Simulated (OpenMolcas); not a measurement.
**Computed levels of Ag2+**

```yaml
Program: OpenMolcas 26.06
Method: "SS-CASPT2, IPEA 0.25 Eh, imaginary shift 0.1 Eh (closed shells correlated: 4s 4p)"
Basis: ANO-RCC-VQZP [8s7p5d3f2g1h]
Scalar_Hamiltonian: DKH2, point nucleus
Active_space: 9 electrons in 6 orbitals (4d 5s)
State_averaging: 2S+1 = 2 even, 29 roots; 2S+1 = 4 even, 10 roots kept (CI in the orbitals of an earlier block)
Spin-orbit_coupling: state interaction with AMFI integrals over the reference wave functions, term energies averaged over their components
```

Spin-free terms above the lowest, with the occupations of the reference:

```tsv
Configuration	Term	E (cm⁻¹)	Occupations
4d⁹	²D	0.0	4d 9.00
4d⁸ 5s	⁴F	61860	4d 8.00 5s 1.00
4d⁸ 5s	²F	68420	4d 8.00 5s 1.00
4d⁸ 5s	⁴P	73670	4d 8.00 5s 1.00
4d⁸ 5s	²D	74480	4d 8.00 5s 1.00
4d⁸ 5s	²P	80180	4d 8.00 5s 1.00
4d⁸ 5s	²G	81270	4d 8.00 5s 1.00
```

With spin-orbit coupling, above the lowest level:

```json
{"Configuration": "4d⁹", "Term": "²D", "J": "5/2", "E (cm⁻¹)": "0.0", "Measured (cm⁻¹)": "0.0", "g": "1.200", "Term weight %": "100", "Second": ""}
{"Configuration": "4d⁹", "Term": "²D", "J": "3/2", "E (cm⁻¹)": "4700", "Measured (cm⁻¹)": "4607", "g": "0.800", "Term weight %": "100", "Second": ""}
{"Configuration": "4d⁸ 5s", "Term": "⁴F", "J": "9/2", "E (cm⁻¹)": "60750", "Measured (cm⁻¹)": "63250", "g": "1.333", "Term weight %": "99", "Second": ""}
{"Configuration": "4d⁸ 5s", "Term": "⁴F", "J": "7/2", "E (cm⁻¹)": "63130", "Measured (cm⁻¹)": "65764", "g": "1.228", "Term weight %": "90", "Second": "10 ²F"}
{"Configuration": "4d⁸ 5s", "Term": "⁴F", "J": "5/2", "E (cm⁻¹)": "65420", "Measured (cm⁻¹)": "68145", "g": "1.031", "Term weight %": "95", "Second": "2 ²D"}
{"Configuration": "4d⁸ 5s", "Term": "⁴F", "J": "3/2", "E (cm⁻¹)": "66580", "Measured (cm⁻¹)": "69351", "g": "0.440", "Term weight %": "91", "Second": "9 ²D"}
{"Configuration": "4d⁸ 5s", "Term": "²F", "J": "7/2", "E (cm⁻¹)": "68820", "Measured (cm⁻¹)": "71691", "g": "1.151", "Term weight %": "89", "Second": "10 ⁴F"}
{"Configuration": "4d⁸ 5s", "Term": "²F", "J": "5/2", "E (cm⁻¹)": "71210", "Measured (cm⁻¹)": "", "g": "1.092", "Term weight %": "53", "Second": "29 ²D"}
{"Configuration": "4d⁸ 5s", "Term": "⁴P", "J": "5/2", "E (cm⁻¹)": "73900", "Measured (cm⁻¹)": "76406", "g": "1.308", "Term weight %": "58", "Second": "36 ²F"}
{"Configuration": "4d⁸ 5s", "Term": "⁴P", "J": "3/2", "E (cm⁻¹)": "74930", "Measured (cm⁻¹)": "", "g": "1.291", "Term weight %": "50", "Second": "36 ²D"}
{"Configuration": "4d⁸ 5s", "Term": "⁴P", "J": "1/2", "E (cm⁻¹)": "77080", "Measured (cm⁻¹)": "", "g": "2.660", "Term weight %": "99", "Second": ""}
{"Configuration": "4d⁸ 5s", "Term": "⁴P", "J": "3/2", "E (cm⁻¹)": "77420", "Measured (cm⁻¹)": "", "g": "1.293", "Term weight %": "50", "Second": "39 ²D"}
{"Configuration": "4d⁸ 5s", "Term": "²D", "J": "5/2", "E (cm⁻¹)": "79180", "Measured (cm⁻¹)": "82231", "g": "1.256", "Term weight %": "65", "Second": "23 ⁴P"}
{"Configuration": "4d⁸ 5s", "Term": "²P", "J": "3/2", "E (cm⁻¹)": "82540", "Measured (cm⁻¹)": "", "g": "1.244", "Term weight %": "83", "Second": "16 ²D"}
{"Configuration": "4d⁸ 5s", "Term": "²G", "J": "9/2", "E (cm⁻¹)": "83310", "Measured (cm⁻¹)": "85599", "g": "1.113", "Term weight %": "99", "Second": ""}
{"Configuration": "4d⁸ 5s", "Term": "²P", "J": "1/2", "E (cm⁻¹)": "83350", "Measured (cm⁻¹)": "", "g": "0.676", "Term weight %": "99", "Second": ""}
{"Configuration": "4d⁸ 5s", "Term": "²G", "J": "7/2", "E (cm⁻¹)": "83360", "Measured (cm⁻¹)": "85727", "g": "0.892", "Term weight %": "99", "Second": ""}
```

Against the 10 measured excited levels shown (Moore, Atomic Energy Levels, vol. III, NSRDS-NBS 35 (1971 reprint of NBS Circular 467, 1958)) the mean absolute deviation is 2400 cm-1; the largest miss in energy is 4d⁸ 5s ²D_5/2 [65 %]: computed 79180, measured 82231 cm⁻¹ (-3.7 %).

Spin-orbit coupling puts the lowest level 1881 cm⁻¹ below the lowest spin-free term.

CASPT2 breaks the degeneracy within a term, and the mean is taken; among the terms shown or strongly mixed into the levels shown the widest spread is 670 cm-1 (4d⁸ 5s ⁴F). Terms from blocks run as CI alone lack orbitals of their own. A single d shell beside an s shell can misplace configurations of different d count against each other. Measured partners are found by configuration, term and J. A level has none where our copy of the source lacks it or the pairing is in doubt (some pairs that miss far off the trend of their configuration count as doubtful), and it then counts in no deviation. Only configurations of the active space appear. The first state left out of the spin-orbit step lies near 110000 cm-1 above the lowest spin-free state of the reference (among the parities and spins computed), and the list stops at four fifths of that energy or lower.

The term weight is that of the spin-free term in the level, not the purity of its configuration. A share in square brackets marks a mixed level and gives the weight of the term that names it.
